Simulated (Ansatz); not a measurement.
C7H9N can be A, `N#CC1C=CCCC1`, or B, `CNc1ccccc1`.

Gas-phase electronic energies from Ansatz, PBE0-D4/def2-TZVP geometries. CBS: MP2 limit from def2 TZ/QZ plus the TZ coupled-cluster correction, frozen cores. Functionals use def2-TZVPP. Each species was taken in one conformer, which may not be the lowest.

Q: Which isomer does CCSD(T)/CBS put lower? Give the gap. (Best estimate.)

A: Computed: B, by 40.5 kJ/mol.

Q: Give E(B) − E(A) in kJ/mol with PBE-D4, CCSD/def2-TZVPP, r2SCAN-D4, LDA (SPW92), ωB97M-V, CCSD(T)/def2-TZVPP, CCSD(T)/def2-SVP. (Estimate.)

A: Computed: PBE-D4 -82.4, CCSD/def2-TZVPP -22.4, r2SCAN-D4 -81.2, LDA (SPW92) -110.1, ωB97M-V -49.0, CCSD(T)/def2-TZVPP -30.8, CCSD(T)/def2-SVP -22.8. None reverses the order clearly.

Largest T1 diagnostic: 0.011.

From PBE to PBE0 (25 % exact exchange), in def2-TZVPP and without D4, E(B) − E(A) moves by +6.0 kJ/mol. Leaving LDA and LC-ωPBE aside and taking each functional with its dispersion term where it has one, the values, not all of them listed here, spread over 37.8 kJ/mol, from PBE-D4 to ωB97X-V. LDA lies −27.7 kJ/mol from PBE without D4.
